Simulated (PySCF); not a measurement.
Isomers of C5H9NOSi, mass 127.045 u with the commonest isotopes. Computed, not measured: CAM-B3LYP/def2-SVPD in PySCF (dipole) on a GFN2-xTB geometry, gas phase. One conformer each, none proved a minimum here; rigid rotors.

**Question.** Order these by rotational constant B, largest first.
A. `[CH2:1]=[C:2]([SiH3:3])/[CH:4]=[N:5]\[C:6]([CH3:7])=[O:8]` with C1–C2–C4–N5 -176°, C4–N5–C6–C7 116°
B. `[H]/[N:1]=[C:2](\[CH2:3][OH:4])[CH2:5][C:6]#[C:7][SiH3:8]` with N1–C2–C3–O4 11°, C2–C3–O4–H 63°, N1–C2–C5–C6 -114°
C. `[O:1]=[CH:2][NH:3][C:4]1=[CH:5][SiH2:6][CH2:7][CH2:8]1` with O1–C2–N3–C4 0°, C2–N3–C4–C5 177°, C4–C5–Si6–C7 -7°, C5–Si6–C7–C8 12°, Si6–C7–C8–C4 -13°, N3–C4–C8–C7 -172°

**Answer.** A (1211 MHz), C (1008 MHz), B (677.7 MHz).

**Question.** Order these by rotational constant C, smallest first.
A. `[CH2:1]=[C:2]([SiH3:3])/[CH:4]=[N:5]\[C:6]([CH3:7])=[O:8]` with C1–C2–C4–N5 -176°, C4–N5–C6–C7 116°
B. `[H]/[N:1]=[C:2](\[CH2:3][OH:4])[CH2:5][C:6]#[C:7][SiH3:8]` with N1–C2–C3–O4 11°, C2–C3–O4–H 63°, N1–C2–C5–C6 -114°
C. `[O:1]=[CH:2][NH:3][C:4]1=[CH:5][SiH2:6][CH2:7][CH2:8]1` with O1–C2–N3–C4 0°, C2–N3–C4–C5 177°, C4–C5–Si6–C7 -7°, C5–Si6–C7–C8 12°, Si6–C7–C8–C4 -13°, N3–C4–C8–C7 -172°

**Answer.** B (605.1 MHz), C (838.4 MHz), A (981.7 MHz).

**Question.** Order these by radius of gyration √(Σ m r²/M), smallest first.
A. `[H]/[N:1]=[C:2](\[CH2:3][OH:4])[CH2:5][C:6]#[C:7][SiH3:8]` with N1–C2–C3–O4 11°, C2–C3–O4–H 63°, N1–C2–C5–C6 -114°
B. `[O:1]=[CH:2][NH:3][C:4]1=[CH:5][SiH2:6][CH2:7][CH2:8]1` with O1–C2–N3–C4 0°, C2–N3–C4–C5 177°, C4–C5–Si6–C7 -7°, C5–Si6–C7–C8 12°, Si6–C7–C8–C4 -13°, N3–C4–C8–C7 -172°
C. `[CH2:1]=[C:2]([SiH3:3])/[CH:4]=[N:5]\[C:6]([CH3:7])=[O:8]` with C1–C2–C4–N5 -176°, C4–N5–C6–C7 116°

**Answer.** C (2.098 Å), B (2.190 Å), A (2.620 Å).

```
                SMILES  point group  Ia (u·Å²)  Ib (u·Å²)  Ic (u·Å²)      κ  μa (D)  μb (D)  μc (D)
[H]/N=C(\CO)CC#C[SiH3]           C1     163.31     745.77     835.21  -0.94    0.97    0.75    0.90
     O=CNC1=C[SiH2]CC1           C1     114.48     501.49     602.78  -0.91    0.46    2.69    0.24
C=C([SiH3])/C=N\C(C)=O           C1     186.64     417.41     514.80  -0.73    2.71    1.56    2.38
```
